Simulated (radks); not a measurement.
Initial-state core-level shifts of the selenium ion Se+ when its valence configuration changes from [Ar] 3d10 4s2 4p3. Method: scalar-relativistic Kohn-Sham, PBE, spin-unpolarised, spherical densities, finite nucleus; Fermi nuclear charge, rms radius 4.14 fm; computed with a radial shooting solver on a logarithmic mesh with Libxc functionals. Shifts are changes of the shell-averaged eigenvalues in eV (positive: less bound); the change of the density at the nucleus, which sets a Mossbauer isomer shift, is in e/bohr^3, on a base of 4.028e+04.

valence               1s       2p       3s       3p  density at nucleus
3d9 4s2 4p4      -14.580  -15.996  -12.615  -12.377             +16.086
3d10 4s1 4p4      -1.671   -1.620   -1.652   -1.643             -29.688
3d8 4s2 4p5      -29.996  -32.990  -25.515  -25.051             +33.393
3d9.5 4s2 4p3.5   -7.184   -7.871   -6.269   -6.149              +7.885
3d7 4s2 4p6      -46.230  -50.952  -38.659  -37.990             +51.859
3d9.5 4p5.5      -10.342  -10.942   -9.397   -9.259             -56.529
3d8.5 4s1 4p5.5  -23.675  -25.830  -20.511  -20.148             -10.815
